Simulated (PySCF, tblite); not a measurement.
Compound: C₈H₁₁ClSi.
Geometry (GFN2-xTB, Å), atoms numbered from 1 in this order:
```
atom  x, y, z in Å
Si1    2.9469   -0.1111    0.0689
C2     1.4619    0.2370   -1.0764
C3     0.1371   -0.0244   -0.4114
C4    -0.2784   -1.4162   -0.1232
C5    -1.5945   -1.4805    0.0472
C6    -2.1331   -0.0827    0.0219
Cl7   -3.8471    0.0807   -0.3419
C8    -1.6132    0.5991    1.3160
C9    -0.4141    1.0645    0.5136
C10   -1.1073    0.7499   -0.7776
H11    4.1695    0.2633   -0.6432
H12    2.8077    0.6872    1.2877
H13    2.9928   -1.5329    0.4133
H14    1.5328   -0.3743   -1.9788
H15    1.4921    1.2780   -1.4032
H16    0.4207   -2.2311   -0.0895
H17   -2.1993   -2.3320    0.2952
H18   -2.2448    1.4377    1.5985
H19   -1.4458   -0.0514    2.1756
H20    0.1932    1.9183    0.7665
H21   -1.2860    1.3380   -1.6597
```

Jobs on this species (21 atoms, 90 electrons) with PySCF (density fitting) and tblite. Hardware of each: Arm Neoverse N1, one thread, no GPU, shared host. Times come from a shared host and carry two figures at best.

```json
{"level and settings": "GFN2-xTB", "work": "Hessian by finite differences", "basis functions": "–", "SCF cycles": "–", "wall time": "?"}
{"level and settings": "GFN2-xTB", "work": "L-BFGS relaxation", "basis functions": "–", "SCF cycles": "–", "wall time": "1.5 s"}
{"level and settings": "PBE0/pcSseg-1", "work": "shieldings, ring-centre shieldings, charges and field gradients, density and orbital grids written", "basis functions": "239", "SCF cycles": "14", "wall time": "2.1 min"}
```

Task: Fill in the missing figures.

Result: 
- GFN2-xTB; Hessian by finite differences: 2.0 s

Task: What do all jobs in the table cost together?

Result: About 2.2 min; the longest takes about 97 % of that, and about 84 times as long as the shortest.
